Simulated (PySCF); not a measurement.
This PySCF input asks for the NMR shieldings of `InChI=1S/C3H13NOSi3/c1-4-2-7-8(5)3-6/h5,8H,1-3,7H2,6H3/t8-/m1/s1`; the geometry comes from GFN2-xTB.

```python
import basis_set_exchange as bse
import numpy as np
from pyscf import gto, dft
from pyscf.prop import nmr

atoms = """
C    -3.453094   -0.684731   -1.141087
N    -2.620611   -0.087693   -0.415382
C    -2.190936   -0.634214    0.820292
Si   -0.337191   -1.166664    0.608169
Si    0.653680    0.500798   -0.649647
O    -0.477567    1.613997   -1.004545
C     2.054281    1.420351    0.250808
Si    3.581446    0.380602    0.659185
H    -3.940394   -1.625153   -0.868547
H    -3.716107   -0.248950   -2.093456
H    -2.227231    0.162828    1.564686
H    -2.821883   -1.465532    1.162801
H    -0.399427   -2.482731   -0.047550
H     0.118338   -1.426585    1.981410
H     1.191127   -0.021377   -1.920425
H    -1.405617    1.343018   -0.982326
H     2.356819    2.262696   -0.371276
H     1.665034    1.856322    1.171700
H     4.191390   -0.138188   -0.567264
H     4.569031    1.204653    1.365913
H     3.199992   -0.746505    1.517532
"""
names = dict.fromkeys(["C", "N", "Si", "O", "H"], "pcSseg-1")
basis = {el: gto.basis.parse(bse.get_basis(n, elements=[el], fmt="nwchem")) for el, n in names.items()}
mol = gto.M(atom=atoms, basis=basis, charge=0, verbose=0)
mf = dft.RKS(mol, xc="PBE0")
mf.grids.level = 2
mf.grids.alignment = dft.numint.BLKSIZE   # the property module wants whole blocks of grid points
mf.conv_tol = 1e-9
mf.kernel()

calc = nmr.RKS(mf)   # GIAO
C = mf.mo_coeff
Co = C[:, mf.mo_occ > 0]
resp = mf.gen_response(singlet=True, hermi=2)
def vind(x):   # induced exchange potential for any number of trial vectors
    d = np.einsum("pi,xij,qj->xpq", C, 2 * x.reshape(-1, C.shape[1], Co.shape[1]), Co, optimize=True)
    return np.einsum("xpq,pi,qj->xij", resp(d - d.transpose(0, 2, 1)), C, Co, optimize=True).ravel()
mo1, _ = nmr.rhf.solve_mo1(calc, with_cphf=vind)
sigma = calc.kernel(mo1)
for i, s in enumerate(sigma):   # ppm
    print("%2d %-2s %9.2f" % (i, mol.atom_pure_symbol(i), np.trace(s) / 3))
```

**Question.** What does it print?

**Answer.** 
```
 0 C      32.16
 1 N    -121.88
 2 C     133.68
 3 Si    424.05
 4 Si    362.48
 5 O     296.65
 6 C     189.65
 7 Si    431.47
 8 H      24.06
 9 H      24.70
10 H      27.52
11 H      27.99
12 H      28.09
13 H      27.74
14 H      26.20
15 H      26.84
16 H      31.05
17 H      31.42
18 H      27.94
19 H      27.68
20 H      28.02
```

These numbers come from an equivalent density-fitted implementation of the same equations, which agrees with the script to about 0.01 ppm for H and up to a few tenths of a ppm for heavy atoms, so last digits may differ.

**Question.** Turn these shieldings into chemical shifts. Referencing at the same level of theory: 13C (σref 186.93) and 29Si (σref 349.16) and 1H (σref 31.72) against TMS; NH3 for 15N (σref 267.73); 17O (σref 336.08) vs H2O.

**Answer.** Averaging equivalent atoms: C 0: 154.8; C 2: 53.2; C 6: -2.7; N 1: 389.6; Si 4: -13.3; Si 3: -74.9; Si 7: -82.3; O 5: 39.4; H 8: 7.66; H 9: 7.02; H 14: 5.52; H 15: 4.88; H 10: 4.19; H 13: 3.98; H 18/19/20: 3.84; H 11: 3.72; H 12: 3.63; H 16: 0.67; H 17: 0.30 ppm. Experimental scales use liquid or dissolved standards, which lie at an offset from isolated NH3 (liquid NH3: subtract about 20 ppm) and H2O (liquid H2O: subtract about 36 ppm). Unscaled 15N shifts of sp2 nitrogen come out 20 to 40 ppm too high even then.

Size and cost of the density-fitted run: 222 basis functions, 68 s wall time on 1 thread of an Arm Neoverse V1, shared host; peak memory 1.1 GiB.
